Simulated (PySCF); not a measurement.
# input.py for Br2Na⁻

File input.py (PySCF 2.14):

```python
from pyscf import gto, scf, mp

mol = gto.M(
    atom='Na 0 0 0; Br 2.5973 0 0; Br -2.5973 0 0',
    basis='pcseg-1',
    charge=-1,
    spin=0,
    verbose=4,
)
mf = scf.RHF(mol)
mf = mf.density_fit(auxbasis='def2-universal-jkfit')
mf.kernel()
mp.MP2(mf, frozen=19).kernel()
mf.dip_moment()
print('orbital energies (hartree):', mf.mo_energy[..., max(0, mol.nelec[1]-3):mol.nelec[0]+3].round(4))
```

```bash
$ python input.py
```

It prints:

```
PySCF version 2.14.0

[INPUT] verbose = 4
[INPUT] num. atoms = 3
[INPUT] num. electrons = 82
[INPUT] charge = -1
[INPUT] spin (= nelec alpha-beta = 2S) = 0
[INPUT] symmetry False subgroup None
[INPUT] Mole.unit = angstrom
[INPUT] Symbol           X                Y                Z      unit          X                Y                Z       unit  Magmom
[INPUT]  1 Na     0.000000000000   0.000000000000   0.000000000000 AA    0.000000000000   0.000000000000   0.000000000000 Bohr   0.0
[INPUT]  2 Br     2.597300000000   0.000000000000   0.000000000000 AA    4.908185663333   0.000000000000   0.000000000000 Bohr   0.0
[INPUT]  3 Br    -2.597300000000   0.000000000000   0.000000000000 AA   -4.908185663333   0.000000000000   0.000000000000 Bohr   0.0

nuclear repulsion = 281.672311283602
number of shells = 8
number of NR pGTOs = 197
number of NR cGTOs = 64
basis = pcseg-1
ecp = {}

******** <class 'pyscf.df.df_jk.DFRHF'> ********
method = DFRHF
initial guess = minao
damping factor = 0
level_shift factor = 0
DIIS = <class 'pyscf.scf.diis.CDIIS'>
diis_start_cycle = 1
diis_space = 8
diis_damp = 0
SCF conv_tol = 1e-09
SCF conv_tol_grad = None
SCF max_cycles = 50
direct_scf = False
Set gradient conv threshold to 3.16228e-05
Initial guess from minao.
******** <class 'pyscf.df.df.DF'> ********
auxbasis = def2-universal-jkfit
init E= -5303.52641217554
  HOMO = -0.406747012309337  LUMO = -0.02088202338161  gap/eV = 10.49992
cycle= 1 E= -5306.19590827927  delta_E= -2.67  |g|= 0.315  |ddm|= 1.23
  HOMO = -0.162159655801577  LUMO = 0.16490278774596  gap/eV = 8.89982
cycle= 2 E= -5306.22589686238  delta_E= -0.03  |g|= 0.11  |ddm|= 0.792
  HOMO = -0.197206023122868  LUMO = 0.165560519037717  gap/eV = 9.87138
cycle= 3 E= -5306.22830484501  delta_E= -0.00241  |g|= 0.00665  |ddm|= 0.142
  HOMO = -0.199264419603996  LUMO = 0.165471518261396  gap/eV = 9.92497
cycle= 4 E= -5306.22833556035  delta_E= -3.07e-05  |g|= 0.00147  |ddm|= 0.0191
  HOMO = -0.199036707785319  LUMO = 0.165529510268474  gap/eV = 9.92035
cycle= 5 E= -5306.22833808464  delta_E= -2.52e-06  |g|= 0.000401  |ddm|= 0.00543
  HOMO = -0.199016254895548  LUMO = 0.165492334209951  gap/eV = 9.91878
cycle= 6 E= -5306.22833826854  delta_E= -1.84e-07  |g|= 0.000118  |ddm|= 0.00135
  HOMO = -0.198999904561404  LUMO = 0.165491078936957  gap/eV = 9.91830
cycle= 7 E= -5306.22833828537  delta_E= -1.68e-08  |g|= 1.92e-05  |ddm|= 0.000494
  HOMO = -0.19899958837304  LUMO = 0.165489426072295  gap/eV = 9.91825
cycle= 8 E= -5306.22833828569  delta_E= -3.17e-10  |g|= 1.68e-06  |ddm|= 7.99e-05
  HOMO = -0.198999764396855  LUMO = 0.165489447035807  gap/eV = 9.91826
Extra cycle  E= -5306.22833828568  delta_E= 9.09e-12  |g|= 5.78e-07  |ddm|= 3.99e-06
converged SCF energy = -5306.22833828568

******** <class 'pyscf.mp.dfmp2.DFRMP2'> ********
nocc = 22, nmo = 45
frozen orbitals 19
E(DFRMP2) = -5306.48045662536  E_corr = -0.252118339679111
E(SCS-DFRMP2) = -5306.46627668289  E_corr = -0.237938397205324
E_corr(same-spin) = -0.0745426273957028
E_corr(oppo-spin) = -0.177575712283408

WARN: System has nonzero charge -1; the dipole moment is origin-dependent.
Location of origin: [0. 0. 0.]

Dipole moment(X, Y, Z, Debye):  0.00000,  0.00000, -0.00000
orbital energies (hartree): [-0.2017 -0.199  -0.199   0.1655  0.2966  0.2966]
```

In short: E(SCF) = -5306.228338 Eh, 8 cycles, E(MP2) − E(SCF) = -0.25212 Eh.

Wall time 2.8 s on one thread of a shared host.

The basis has no diffuse functions, which an anion needs. The dipole of an ion depends on the origin.
